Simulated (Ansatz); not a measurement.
A geometry relaxed with Ansatz (a first-principles code) with PBE0-D3(BJ)/def2-SVP, charge 0, multiplicity 1:

```xyz
20

H     -1.6258     2.8432     0.1449
B     -2.9194    -1.5549    -0.3265
H      4.1492    -0.6261     0.2146
H     -3.0444     1.0277    -0.1071
H     -2.7526    -2.7500    -0.4209
C     -1.1343     1.8676     0.0908
C     -1.7146    -0.6136    -0.1656
H      3.1126     1.8391     0.3645
C      0.8229    -0.6191    -0.0013
H      2.1567    -2.3929    -0.0710
C      1.1509     0.8230     0.1472
C      2.0491    -1.3118     0.0173
C      0.2624     1.8882     0.1834
C      2.5511     0.9124     0.2462
H     -0.4181    -2.2930    -0.2296
C      3.0871    -0.3815     0.1670
C     -1.9800     0.7741    -0.0604
C     -0.4288    -1.2013    -0.1340
H     -4.0440    -1.1084    -0.3600
H      0.7200     2.8771     0.3004
```

Task: Write the SMILES of this molecule.

Result: `Bc1cccc2cccc-2c1`
